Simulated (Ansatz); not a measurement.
`[NH2][GaH][NH][SnH3]`, relaxed with RKS PBE0-D4/def2-TZVP in the Gaussian-basis code of Ansatz from a GFN2-xTB geometry. The force threshold is 0.005 eV/Å; the program also tests the step.

Total charge 0; spin multiplicity 1. Sn takes the def2 core potential.

Start:

```xyz
11

N    -0.938    1.599    1.155
Ga   -0.618   -0.146    1.471
N     0.260   -1.099    0.176
Sn    0.850   -0.544   -1.668
H    -1.335    2.247    1.824
H    -0.541    2.121    0.382
H    -1.064   -0.875    2.735
H     0.349   -2.094    0.342
H     1.862    0.761   -1.515
H    -0.462   -0.111   -2.593
H     1.637   -1.859   -2.311
```

(1) How much energy does the relaxation release, and in how many steps? (Best estimate.)

(2) Which bonds change most? (Best estimate.)

(3) Give the relaxed structure. (An estimate is asked.)

Answers

(1) The calculation gave: 9.35 kJ/mol, in 37 steps, 4 of them rejected.

(2) The calculation gave: Sn4–H11 from 1.662 to 1.711 Å; Sn4–H10 from 1.663 to 1.712 Å; Sn4–H9 from 1.659 to 1.707 Å; Ga2–H7 from 1.525 to 1.555 Å.

(3) Ansatz gave: 
```xyz
11

N    -0.510    1.634    1.302
Ga   -0.657   -0.168    1.462
N    -0.067   -1.162    0.047
Sn    0.730   -0.560   -1.703
H    -0.795    2.277    2.019
H    -0.120    2.106    0.504
H    -1.260   -0.821    2.739
H    -0.157   -2.163    0.144
H     0.813    1.143   -1.618
H    -0.269   -1.052   -3.003
H     2.291   -1.234   -1.894
```
